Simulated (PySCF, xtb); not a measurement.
Cl₂GeH₄OSi, SMILES Cl[SiH](Cl)[O][GeH3].

GFN2-xTB run with xtb at its own geometry gives an orbital gap of 6.48 eV and a dipole moment of 2.02 D.

Geometry optimised at r2SCAN-D4/def2-SVP. This is a generated structure with no PubChem entry under its InChIKey; it may be hypothetical. The values are those of a single conformer.

Problem. What does ωB97X/def2-TZVP run with PySCF give? (The exact figures need the calculation; the answer reports its results.)

Solution. gap 13.16 eV (levels -11.40 and 1.77 eV), dipole 1.91 D.
